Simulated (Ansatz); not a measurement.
Ansatz (an electronic-structure program) input (HF/6-31G*):

Ansatz 0.2 input:
```yaml
crystal:
  periodic: [false, false, false]
  atoms:
    - {symbol: Al, position_ang: [-0.00000000, -0.00000000, -0.06531328]}
    - {symbol: O, position_ang: [-0.00000000, -0.00000000, -1.63657430]}
    - {symbol: F, position_ang: [0.00000000, 0.00000000, 1.54907413]}
basis:
  gaussian:
    orbitals: 6-31G*
hamiltonian:
  xc: {name: HF}
phonons: {temperatures: {t_min: 298.15, t_max: 298.15, t_step: 100}}
```

Output:

```
Functional definition: HF
integrals: 0.01 GiB planned
445 factors; integrals over basis functions are off by at most 1.7e-4 eV
mean field: 0.07 GiB planned
mean field evaluation 1: about -11320.5083 eV, gradient 5.4e1 eV
mean field evaluation 2: about -11320.5177 eV, gradient 5.4e1 eV
mean field evaluation 4: about -11326.1566 eV, gradient 6.1e0 eV
mean field evaluation 8: about -11326.2347 eV, gradient 2.0e-1 eV
mean field -11326.23538904 eV, -416.2314733491 hartree, gradient 6.0e-6 eV, S^2 0.000000; 0 other end points of the search recorded, 0 dependent functions left out
the calculation of the forces begins
reference -11326.23538904 eV, -416.2314733491 hartree; 15, 15 occupied and 34, 34 virtual orbitals, 445 factors
these checks for a lower state are left out or cut short: stability, starts, cluster_reference, orbital_swaps, neighbouring_geometries, increment
integrals: 0.01 GiB planned
445 factors; integrals over basis functions are off by at most 1.7e-4 eV
mean field: 0.07 GiB planned
mean field evaluation 16: about -11326.2353 eV, gradient 1.0e-1 eV
mean field -11326.23537915 eV, -416.2314729857 hartree, gradient 1.4e-6 eV, S^2 0.000000; 0 other end points of the search recorded, 0 dependent functions left out
the calculation of the forces begins
reference -11326.23537915 eV, -416.2314729857 hartree; 15, 15 occupied and 34, 34 virtual orbitals, 445 factors
these checks for a lower state are left out or cut short: stability, starts, cluster_reference, orbital_swaps, neighbouring_geometries, increment
integrals: 0.01 GiB planned
445 factors; integrals over basis functions are off by at most 1.7e-4 eV
mean field: 0.07 GiB planned
mean field -11326.23537915 eV, -416.2314729857 hartree, gradient 1.4e-6 eV, S^2 0.000000; 0 other end points of the search recorded, 0 dependent functions left out
the calculation of the forces begins
reference -11326.23537915 eV, -416.2314729857 hartree; 15, 15 occupied and 34, 34 virtual orbitals, 445 factors
these checks for a lower state are left out or cut short: stability, starts, cluster_reference, orbital_swaps, neighbouring_geometries, increment
integrals: 0.01 GiB planned
445 factors; integrals over basis functions are off by at most 1.7e-4 eV
mean field: 0.07 GiB planned
mean field evaluation 32: about -11326.2353 eV, gradient 1.0e-1 eV
mean field -11326.23537915 eV, -416.2314729857 hartree, gradient 1.4e-6 eV, S^2 0.000000; 0 other end points of the search recorded, 0 dependent functions left out
the calculation of the forces begins
reference -11326.23537915 eV, -416.2314729857 hartree; 15, 15 occupied and 34, 34 virtual orbitals, 445 factors
these checks for a lower state are left out or cut short: stability, starts, cluster_reference, orbital_swaps, neighbouring_geometries, increment
integrals: 0.01 GiB planned
445 factors; integrals over basis functions are off by at most 1.7e-4 eV
mean field: 0.07 GiB planned
mean field -11326.23537915 eV, -416.2314729857 hartree, gradient 1.4e-6 eV, S^2 0.000000; 0 other end points of the search recorded, 0 dependent functions left out
the calculation of the forces begins
reference -11326.23537915 eV, -416.2314729857 hartree; 15, 15 occupied and 34, 34 virtual orbitals, 445 factors
these checks for a lower state are left out or cut short: stability, starts, cluster_reference, orbital_swaps, neighbouring_geometries, increment
integrals: 0.01 GiB planned
445 factors; integrals over basis functions are off by at most 1.7e-4 eV
mean field: 0.07 GiB planned
mean field -11326.23510799 eV, -416.2314630208 hartree, gradient 1.4e-6 eV, S^2 0.000000; 0 other end points of the search recorded, 0 dependent functions left out
the calculation of the forces begins
reference -11326.23510799 eV, -416.2314630208 hartree; 15, 15 occupied and 34, 34 virtual orbitals, 445 factors
these checks for a lower state are left out or cut short: stability, starts, cluster_reference, orbital_swaps, neighbouring_geometries, increment
integrals: 0.01 GiB planned
445 factors; integrals over basis functions are off by at most 1.7e-4 eV
mean field: 0.07 GiB planned
mean field -11326.23510841 eV, -416.2314630362 hartree, gradient 1.4e-6 eV, S^2 0.000000; 0 other end points of the search recorded, 0 dependent functions left out
the calculation of the forces begins
reference -11326.23510841 eV, -416.2314630362 hartree; 15, 15 occupied and 34, 34 virtual orbitals, 445 factors
these checks for a lower state are left out or cut short: stability, starts, cluster_reference, orbital_swaps, neighbouring_geometries, increment
integrals: 0.01 GiB planned
445 factors; integrals over basis functions are off by at most 1.7e-4 eV
mean field: 0.07 GiB planned
mean field evaluation 64: about -11326.2354 eV, gradient 2.5e-5 eV
mean field -11326.23538650 eV, -416.2314732558 hartree, gradient 2.2e-6 eV, S^2 0.000000; 0 other end points of the search recorded, 0 dependent functions left out
the calculation of the forces begins
reference -11326.23538650 eV, -416.2314732558 hartree; 15, 15 occupied and 34, 34 virtual orbitals, 445 factors
these checks for a lower state are left out or cut short: stability, starts, cluster_reference, orbital_swaps, neighbouring_geometries, increment
integrals: 0.01 GiB planned
445 factors; integrals over basis functions are off by at most 1.7e-4 eV
mean field: 0.07 GiB planned
mean field -11326.23538650 eV, -416.2314732558 hartree, gradient 2.2e-6 eV, S^2 0.000000; 0 other end points of the search recorded, 0 dependent functions left out
the calculation of the forces begins
reference -11326.23538650 eV, -416.2314732558 hartree; 15, 15 occupied and 34, 34 virtual orbitals, 445 factors
these checks for a lower state are left out or cut short: stability, starts, cluster_reference, orbital_swaps, neighbouring_geometries, increment
integrals: 0.01 GiB planned
445 factors; integrals over basis functions are off by at most 1.7e-4 eV
mean field: 0.07 GiB planned
mean field -11326.23538650 eV, -416.2314732558 hartree, gradient 2.2e-6 eV, S^2 0.000000; 0 other end points of the search recorded, 0 dependent functions left out
the calculation of the forces begins
reference -11326.23538650 eV, -416.2314732558 hartree; 15, 15 occupied and 34, 34 virtual orbitals, 445 factors
these checks for a lower state are left out or cut short: stability, starts, cluster_reference, orbital_swaps, neighbouring_geometries, increment
integrals: 0.01 GiB planned
445 factors; integrals over basis functions are off by at most 1.7e-4 eV
mean field: 0.07 GiB planned
mean field -11326.23538650 eV, -416.2314732558 hartree, gradient 2.2e-6 eV, S^2 0.000000; 0 other end points of the search recorded, 0 dependent functions left out
the calculation of the forces begins
reference -11326.23538650 eV, -416.2314732558 hartree; 15, 15 occupied and 34, 34 virtual orbitals, 445 factors
these checks for a lower state are left out or cut short: stability, starts, cluster_reference, orbital_swaps, neighbouring_geometries, increment
integrals: 0.01 GiB planned
445 factors; integrals over basis functions are off by at most 1.7e-4 eV
mean field: 0.07 GiB planned
mean field evaluation 96: about -11326.2352 eV, gradient 1.4e-6 eV
mean field -11326.23522503 eV, -416.2314673220 hartree, gradient 1.4e-6 eV, S^2 0.000000; 0 other end points of the search recorded, 0 dependent functions left out
the calculation of the forces begins
reference -11326.23522503 eV, -416.2314673220 hartree; 15, 15 occupied and 34, 34 virtual orbitals, 445 factors
these checks for a lower state are left out or cut short: stability, starts, cluster_reference, orbital_swaps, neighbouring_geometries, increment
integrals: 0.01 GiB planned
445 factors; integrals over basis functions are off by at most 1.7e-4 eV
mean field: 0.07 GiB planned
mean field -11326.23522456 eV, -416.2314673047 hartree, gradient 1.4e-6 eV, S^2 0.000000; 0 other end points of the search recorded, 0 dependent functions left out
the calculation of the forces begins
reference -11326.23522456 eV, -416.2314673047 hartree; 15, 15 occupied and 34, 34 virtual orbitals, 445 factors
these checks for a lower state are left out or cut short: stability, starts, cluster_reference, orbital_swaps, neighbouring_geometries, increment
integrals: 0.01 GiB planned
445 factors; integrals over basis functions are off by at most 1.7e-4 eV
mean field: 0.07 GiB planned
mean field -11326.23538663 eV, -416.2314732607 hartree, gradient 2.8e-6 eV, S^2 0.000000; 0 other end points of the search recorded, 0 dependent functions left out
the calculation of the forces begins
reference -11326.23538663 eV, -416.2314732607 hartree; 15, 15 occupied and 34, 34 virtual orbitals, 445 factors
these checks for a lower state are left out or cut short: stability, starts, cluster_reference, orbital_swaps, neighbouring_geometries, increment
integrals: 0.01 GiB planned
445 factors; integrals over basis functions are off by at most 1.7e-4 eV
mean field: 0.07 GiB planned
mean field -11326.23538663 eV, -416.2314732607 hartree, gradient 2.8e-6 eV, S^2 0.000000; 0 other end points of the search recorded, 0 dependent functions left out
the calculation of the forces begins
reference -11326.23538663 eV, -416.2314732607 hartree; 15, 15 occupied and 34, 34 virtual orbitals, 445 factors
these checks for a lower state are left out or cut short: stability, starts, cluster_reference, orbital_swaps, neighbouring_geometries, increment
integrals: 0.01 GiB planned
445 factors; integrals over basis functions are off by at most 1.7e-4 eV
mean field: 0.07 GiB planned
mean field -11326.23538663 eV, -416.2314732607 hartree, gradient 2.8e-6 eV, S^2 0.000000; 0 other end points of the search recorded, 0 dependent functions left out
the calculation of the forces begins
reference -11326.23538663 eV, -416.2314732607 hartree; 15, 15 occupied and 34, 34 virtual orbitals, 445 factors
these checks for a lower state are left out or cut short: stability, starts, cluster_reference, orbital_swaps, neighbouring_geometries, increment
integrals: 0.01 GiB planned
445 factors; integrals over basis functions are off by at most 1.7e-4 eV
mean field: 0.07 GiB planned
mean field evaluation 128: about -11326.2354 eV, gradient 6.1e-2 eV
mean field -11326.23538663 eV, -416.2314732607 hartree, gradient 2.8e-6 eV, S^2 0.000000; 0 other end points of the search recorded, 0 dependent functions left out
the calculation of the forces begins
reference -11326.23538663 eV, -416.2314732607 hartree; 15, 15 occupied and 34, 34 virtual orbitals, 445 factors
these checks for a lower state are left out or cut short: stability, starts, cluster_reference, orbital_swaps, neighbouring_geometries, increment
integrals: 0.01 GiB planned
445 factors; integrals over basis functions are off by at most 1.7e-4 eV
mean field: 0.07 GiB planned
mean field -11326.23527087 eV, -416.2314690066 hartree, gradient 1.4e-6 eV, S^2 0.000000; 0 other end points of the search recorded, 0 dependent functions left out
the calculation of the forces begins
reference -11326.23527087 eV, -416.2314690066 hartree; 15, 15 occupied and 34, 34 virtual orbitals, 445 factors
these checks for a lower state are left out or cut short: stability, starts, cluster_reference, orbital_swaps, neighbouring_geometries, increment
integrals: 0.01 GiB planned
445 factors; integrals over basis functions are off by at most 1.7e-4 eV
mean field: 0.07 GiB planned
mean field -11326.23527096 eV, -416.2314690098 hartree, gradient 1.4e-6 eV, S^2 0.000000; 0 other end points of the search recorded, 0 dependent functions left out
the calculation of the forces begins
reference -11326.23527096 eV, -416.2314690098 hartree; 15, 15 occupied and 34, 34 virtual orbitals, 445 factors
Total energy: -11326.23538904 eV, -416.2314733491 hartree
Atom 0 at    -0.000000    -0.000000    -0.065313 Å, force     0.000000     0.000000    -0.000175 eV/Å
Atom 1 at    -0.000000    -0.000000    -1.636574 Å, force     0.000000    -0.000000     0.000398 eV/Å
Atom 2 at     0.000000     0.000000     1.549074 Å, force    -0.000000    -0.000000    -0.000224 eV/Å
Dipole moment:     0.000000    -0.000000     0.787594 e Å
Vibrations: 238.17 238.17 813.21 1295.68 cm⁻¹, zero-point energy 0.160264 eV
```

The blocks after the first are displaced geometries, from whose forces the wavenumbers follow.
